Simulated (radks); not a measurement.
The numbers below are computed, except where a source is named.
Q: These are the eigenvalues of the occupied orbitals of an atom or ion with whole-number occupations (hartree). Code: a radial shooting solver on a logarithmic mesh with Libxc functionals. Model: non-relativistic Kohn-Sham, PBE, spin-polarised, spherical densities, point nucleus.

1s down: -161.1989
1s up: -161.1986
2s up: -17.82538
2s down: -17.81620
2p up: -14.81809
2p down: -14.81109
3s up: -2.57829
3s down: -2.54474
3p up: -1.81192
3p down: -1.77824
3d up: -0.67701

Which element is it, and in what charge state? The configuration may be excited. Open shells, if any, are filled with parallel spins first.

A: Z = 21, scandium, charge +2: Sc2+ in [Ar] 3d1. The list shows which subshells hold electrons but not how many an open one holds; the 1s level, -161.2 hartree, gives Z - s = 18.0 by -(Z - s)^2/2, which with screening narrows Z to a few neighbours, and the depths of the outer levels then fix element, charge and occupations together.
